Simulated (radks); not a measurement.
Problem. Species: the rubidium ion Rb3+. Configuration: [Ar] 3d10 4s2 4p4. Calculated with a radial shooting solver on a logarithmic mesh with Libxc functionals: Dirac Kohn-Sham, PBE, spin-unpolarised, spherical densities, point nucleus; open shells are shared between the two j in proportion to 2j + 1; speed of light set to 205.554 atomic units (1.5 times the physical value, a model run).

Spin-orbit splittings of the eigenvalues, e(l+1/2) - e(l-1/2), with zeta = 2 splitting/(2l+1) and mean radii in bohr:

shell  occ.  splitting (eV)  zeta (eV)  <r> j=l-1/2  <r> j=l+1/2
2p        6               ?          ?       0.1549       0.1567
3p        6           3.952      2.635       0.5178       0.5224
3d       10          0.6947     0.2779       0.5219       0.5235
4p        4          0.4676     0.3118        1.569        1.581

Estimate the 2p splitting.

Solution. 26.37 eV (zeta = 17.58 eV).
